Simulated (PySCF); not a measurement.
## How methods differ on the excitation energy of Hf⁺

Hf⁺ [Xe] 4f14 5d1 6s2 (2D) → Hf⁺ [Xe] 4f14 5d2 6s1 (4F), as a difference of total energies. All numbers are calculated (PySCF 2.14, a scalar-relativistic core potential, in aug-cc-pVTZ-PP with ECP60MDF). The calculations carry no spin-orbit coupling.

```json
{"method": "LDA", "excitation energy (eV)": "0.285"}
{"method": "wB97X", "excitation energy (eV)": "0.771"}
```

For comparison: 0.563 eV (measured; NIST levels, between the centres of gravity of the two terms).
